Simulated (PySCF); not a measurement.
SiF4: one-bond stretch

These are results of PySCF, PBE0, basis Si def2-SVP, F def2-SVP (no relativity, density fitting), not measurements.

Rigid scan from the singlet minimum (Si–F 1.586 Å (×4); F–Si–F 109.5° (×6)). Coordinate: the bond from Si to the last atom (F) scaled, the rest fixed. Energies in kJ/mol from the minimum.

(1) Predict the curve at 0.92, 0.96, 1.00, 1.05, 1.12, 1.20, 1.35, 1.55, 1.80, 2.20.

Answers

(1) 
| scale of one bond | E (kJ/mol) | dipole size (D) |
| --- | --- | --- |
| 0.92 | 39.9 | 0.49 |
| 0.96 | 8.8 | 0.24 |
| 1.00 | 0.0 | 0.00 |
| 1.05 | 10.8 | 0.31 |
| 1.12 | 51.5 | 0.73 |
| 1.20 | 117.3 | 1.21 |
| 1.35 | 254.8 | 2.02 |
| 1.55 | 419.8 | – |
| 1.80 | 575.6 | – |
| 2.20 | 729.9 | – |

At long bonds a restricted determinant can lie too high, and another spin state can fall below this curve.

Other isomers or separated fragments may lie lower.
